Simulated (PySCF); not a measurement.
Computed shifts of a molecule C5H4F2O, PySCF with B3LYP/pcSseg-1, GIAO, gas phase, equivalent atoms averaged, in ppm (number of nuclei): ¹³C: 132.4 (1), 84.2 (1), 79.4 (1), 71.0 (1), 43.8 (1). ¹⁹F: -72.2 (1), -89.8 (1). ¹H: 4.64 (1), 4.38 (1), 4.05 (1), 2.66 (1). References: ¹³C against TMS (σ = 181.3 ppm); ¹⁷O against H2O (σ = 333.8 ppm); ¹⁹F against CFCl3 (σ = 161.7 ppm); ¹H against TMS (σ = 31.68 ppm), references at their B3LYP-D3(BJ)/def2-TZVP geometries, non-relativistic. Geometry optimised at B3LYP-D3(BJ)/def2-SVP. One conformer was computed; it need not be the lowest.

Identify the compound among the candidates.
A) Cc1coc(F)c1F
B) O=C1C=CC(F)(F)C1
C) C=C1OC=C(F)[C@H]1F
D) C#C[C@@H]1COC1(F)F

D, C#C[C@@H]1COC1(F)F
